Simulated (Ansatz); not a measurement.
Born–Oppenheimer molecular dynamics of CH5FOSi (9 atoms, charge 0, multiplicity 1). It starts at the highest image of a converged band. Of that band: The profile has 2 maxima (images 1, 4) with wells between them (image 2): this band takes more than one step, which may be the mechanism or a detour left from its start path. Neighbouring images differ by up to 4.3 eV, so the band resolves the path poorly. A vibrational analysis at the climbing image gives one clearly imaginary mode, 2086i cm⁻¹: a first-order saddle point.

Method: RHF/def2-SVP in Ansatz 0.2.0.

- ensemble: NVE (velocity Verlet)
- time step: 0.5 fs
- steps asked: 200
- starting velocities drawn for: 100 K
- seed: 7966

First frame:

```xyz
9
Properties=species:S:1:pos:R:3
Si 0.206 0.077 -0.402
O 0.648 0.117 1.362
C -0.051 -0.437 2.457
H -0.329 -1.473 2.261
H 0.586 -0.391 3.337
H -0.957 0.141 2.635
H 1.373 -0.523 0.545
H -0.195 1.456 -0.781
F -1.211 -0.718 -0.378
```

(1) What does the run give?

(2) What happens to the structure?

(3) How do temperature and energy run in time?

Answers

(1) The run went to its last step.

```json
{
  "steps done": "200",
  "time covered": "100 fs",
  "mean temperature over the second half": "978 K",
  "spread of the potential energy over the second half": "12.0 meV per atom",
  "mean potential energy of the second half above the start": "-88.4 meV per atom"
}
```

The conserved energy stayed within 0.76 meV per atom of its start (net change -0.31 meV per atom), so the integration is sound. The kinetic energy rose, since the run started high on the potential surface and went downhill. It ends in pieces (CH4O + FHSi), so much of that is their flight and rotation, not heat. A run of 0.1 ps of so small a system gives no equilibrium averages. The orbitals stay closed-shell, which can raise the energy where a bond breaks towards radicals; this wasn't checked here.

(2) Between its relaxed ends the band would form O2–H7 and break Si1–H7. These pairs go: O2–H7 1.27 → 0.89 Å, Si1–H7 1.62 → 4.31 Å. In the last frame they stand as after the step (other bonds may differ from the relaxed reactants and products). Also parted: Si1–O2 1.82 → 3.62 Å. It ends as CH4O + FHSi. Pairs count as bonded within 1.25 times the sum of covalent radii (0.12 Å more for H–H). The details hang on the random start.

(3) 
```json
{"time (fs)": "0", "T (K)": "100", "potential energy less start (eV)": "0.000", "conserved less start (meV/atom)": "0.00"}
{"time (fs)": "8", "T (K)": "46", "potential energy less start (eV)": "0.049", "conserved less start (meV/atom)": "0.06"}
{"time (fs)": "16", "T (K)": "978", "potential energy less start (eV)": "-0.795", "conserved less start (meV/atom)": "-0.09"}
{"time (fs)": "24", "T (K)": "1645", "potential energy less start (eV)": "-1.403", "conserved less start (meV/atom)": "-0.57"}
{"time (fs)": "32", "T (K)": "1554", "potential energy less start (eV)": "-1.320", "conserved less start (meV/atom)": "-0.52"}
{"time (fs)": "40", "T (K)": "1714", "potential energy less start (eV)": "-1.464", "conserved less start (meV/atom)": "-0.45"}
{"time (fs)": "48", "T (K)": "908", "potential energy less start (eV)": "-0.733", "conserved less start (meV/atom)": "-0.21"}
{"time (fs)": "56", "T (K)": "1080", "potential energy less start (eV)": "-0.889", "conserved less start (meV/atom)": "-0.30"}
{"time (fs)": "64", "T (K)": "938", "potential energy less start (eV)": "-0.760", "conserved less start (meV/atom)": "-0.15"}
{"time (fs)": "72", "T (K)": "1078", "potential energy less start (eV)": "-0.886", "conserved less start (meV/atom)": "-0.15"}
{"time (fs)": "80", "T (K)": "810", "potential energy less start (eV)": "-0.643", "conserved less start (meV/atom)": "0.01"}
{"time (fs)": "88", "T (K)": "927", "potential energy less start (eV)": "-0.748", "conserved less start (meV/atom)": "-0.02"}
{"time (fs)": "96", "T (K)": "894", "potential energy less start (eV)": "-0.718", "conserved less start (meV/atom)": "0.01"}
```

Run time: 3.4 min on 1 thread of Arm Neoverse V2, with other jobs on the host, peak memory 0.14 GiB.
